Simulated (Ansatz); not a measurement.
Program: Ansatz. Geometries: PBE0-D4/def2-TZVP. ΔE: electronic, gas phase. CCSD(T)/CBS adds triple-zeta CCSD(T) − MP2 to the extrapolated MP2 energy (def2 sets, frozen cores). DFT in def2-TZVPP. B3LYP here is the variant with VWN-RPA as its local correlation; programs differ in this. For Ge outer-core shells are correlated without core-valence functions, which leaves a few kJ/mol of doubt a bond. Scalar relativity is left out up to krypton. Each species was taken in one conformer, which may not be the lowest.

Reaction (formal exchange of groups at the Si–Ge bond): `N[SiH](Cl)[GeH3]` + `S=CS` → `N[SiH](S)Cl` + `S=[CH][GeH3]`

`N[SiH](Cl)[GeH3]`:

Z-matrix (Å, degrees):
```
Si
Cl 1 2.081
Ge 1 2.374 2 106.7
N 1 1.705 2 114.6 3 -120.8
H 1 1.481 2 105.1 3 121.7
H 3 1.539 1 109.3 2 -72.7
H 3 1.535 1 110.7 2 46.9
H 3 1.538 1 110.9 2 168.0
H 4 1.008 1 120.2 2 -73.8
H 4 1.007 1 120.6 2 72.2
```

`S=CS`:

Z-matrix (Å, degrees):
```
C
S 1 1.613
S 1 1.720 2 128.9
H 1 1.092 2 121.4 3 180.0
H 3 1.347 1 96.2 2 -0.0
```

`N[SiH](S)Cl`:

Z-matrix (Å, degrees):
```
Si
S 1 2.123
Cl 1 2.069 2 107.8
N 1 1.694 2 105.5 3 124.8
H 1 1.477 2 115.1 3 -116.6
H 2 1.343 1 94.3 3 27.8
H 4 1.007 1 120.7 2 158.7
H 4 1.007 1 121.2 2 -50.3
```

`S=[CH][GeH3]`:

Cartesian coordinates in Å:
```
S 2.049 1.163 -0.505
C 1.111 0.072 0.210
Ge -0.817 -0.108 -0.107
H 1.558 -0.626 0.925
H -1.101 -1.529 -0.623
H -1.556 0.081 1.229
H -1.245 0.947 -1.130
```

```json
{"level": "r2SCAN-D4", "ΔE (kJ/mol)": "-26.1"}
{"level": "r2SCAN", "ΔE (kJ/mol)": "-26.1"}
{"level": "B3LYP", "ΔE (kJ/mol)": "-29.9"}
{"level": "MP2/def2-TZVPP", "ΔE (kJ/mol)": "-47.2"}
{"level": "SCS-MP2/def2-TZVPP", "ΔE (kJ/mol)": "-49.7"}
{"level": "HF/def2-QZVPP", "ΔE (kJ/mol)": "-57.2"}
{"level": "MP2/def2-QZVPP", "ΔE (kJ/mol)": "-47.4"}
{"level": "CCSD/CBS(def2)", "ΔE (kJ/mol)": "-49.8"}
```

(1) What does CCSD(T)/CBS give? (Best estimate.)

Largest T1 diagnostic among the species: 0.018.

Answers

(1) Ansatz gave: -46.3 kJ/mol. The listed levels differ from it by 20.2, 20.2, 16.4, -0.9, -3.4, -10.9, -1.1, -3.5 kJ/mol.

In def2-TZVPP, CCSD(T) changes the Hartree–Fock value by +10.8 kJ/mol (the triples alone add +3.5 kJ/mol) and MP2 by +9.7 kJ/mol. From PBE to PBE0 (25 % exact exchange), in def2-TZVPP and without D4, ΔE moves by −10.4 kJ/mol.
